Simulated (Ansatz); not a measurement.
AlF$_{2}$H$_{3}$O$_{4}$Si. The species carries charge 0 and has multiplicity 1. The bonds changed during the relaxation, so this is another structure than the one it started from. All single points use the PBE0-D4/def2-TZVP geometry. It is one conformer, not always the lowest.

```xyz
11

O    -0.167    0.858   -0.715
Si    0.596   -0.519   -0.009
O     0.676   -1.617   -1.190
O     2.109   -0.222    0.484
O    -0.527   -0.614    1.122
Al   -1.591    0.684    0.588
F    -1.629    2.038    1.522
F    -2.964    0.305   -0.239
H    -0.179    1.044   -1.656
H     1.457   -2.171   -1.238
H     2.219    0.214    1.331
```

Q: What is the dipole moment at B3LYP/def2-TZVPP? (Best estimate.)

A: The calculation gave: 5.05 D, with components (4.55, -0.78, -2.06) D in this frame, pointing from negative to positive charge.

Q: And with PBE, r2SCAN, ωB97M-V? (An estimate is asked.)

A: Computed: PBE 4.97 D, r2SCAN 5.04 D, ωB97M-V 5.06 D.

Q: Give the Mulliken charges with B3LYP, r2SCAN, PBE in def2-TZVPP. (An estimate is asked.)

A: Ansatz gave: 
```tsv
atom	B3LYP	r2SCAN	PBE
O1	-0.26	-0.28	-0.20
Si2	0.81	0.83	0.65
O3	-0.38	-0.40	-0.34
O4	-0.37	-0.39	-0.33
O5	-0.46	-0.48	-0.39
Al6	0.80	0.79	0.66
F7	-0.37	-0.37	-0.33
F8	-0.37	-0.37	-0.33
H9	0.20	0.22	0.20
H10	0.21	0.22	0.21
H11	0.21	0.22	0.21
```

B3LYP here is the variant with VWN-RPA as its local correlation; programs differ in this.
